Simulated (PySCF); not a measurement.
## Au: ionisation energy

Au [Xe] 4f14 5d10 6s1 (2S) → Au⁺ [Xe] 4f14 5d10 (1S), as a difference of total energies. All numbers are calculated (PySCF 2.14, scalar relativity through the core potential, in aug-cc-pwCVDZ-PP with ECP60MDF). Correlated levels: valence: 5s2 5p6 frozen; valence and next inner shell: nothing frozen outside the core potential. The calculations carry no spin-orbit coupling.

```
                                method  ionisation energy (eV)
                                   UHF                   7.681
                                   PBE                   9.536
                                  PBE0                   9.216
                                r2SCAN                   9.488
                             CAM-B3LYP                   9.242
                                M06-2X                   8.946
                                B2PLYP                   9.188
                         MP2 (valence)                   9.109
                     SCS-MP2 (valence)                   8.928
    MP2 (valence and next inner shell)                   9.306
SCS-MP2 (valence and next inner shell)                   9.068
```

**Question.** Estimate what LDA gives.

**Answer.** 9.897 eV, closest to PBE among the rows shown.

**Question.** Estimate what wB97M-V gives.

**Answer.** 8.812 eV, closest to SCS-MP2 (valence) among the rows shown.

Errors of the correlated levels include the incompleteness of this basis and the frozen core.

For comparison: 9.226 eV (measured; NIST Atomic Spectra Database, ionization energies).
